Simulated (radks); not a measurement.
Initial-state core-level shifts of the copper ion Cu+ when its valence configuration changes from [Ar] 3d10. Calculated with a radial shooting solver on a logarithmic mesh with Libxc functionals: scalar-relativistic Kohn-Sham, LDA (Slater exchange, Perdew-Wang correlation), spin-polarised, spherical densities, point nucleus; open shells are filled with parallel spins first. Shifts are changes of the shell-averaged eigenvalues in eV (positive: less bound).

3d9 4s1: 1s -5.919; 2s -6.563; 2p -6.497; 3s -5.949
3d9 4p1: 1s -7.626; 2s -8.174; 2p -8.111; 3s -7.659
3d7 4s1 4p2: 1s -24.613; 2s -27.060; 2p -26.814; 3s -23.734
3d8 4s1 4p1: 1s -14.763; 2s -16.184; 2p -16.037; 3s -14.538
3d8 4s1.5 4p0.5: 1s -14.117; 2s -15.561; 2p -15.415; 3s -13.881
3d8.5 4s1 4p0.5: 1s -10.207; 2s -11.207; 2p -11.103; 3s -10.154
3d8.5 4p1.5: 1s -11.850; 2s -12.770; 2p -12.666; 3s -11.797
3d9.5 4p0.5: 1s -3.679; 2s -3.921; 2p -3.893; 3s -3.724
3d8 4s2: 1s -13.341; 2s -14.811; 2p -14.666; 3s -13.109
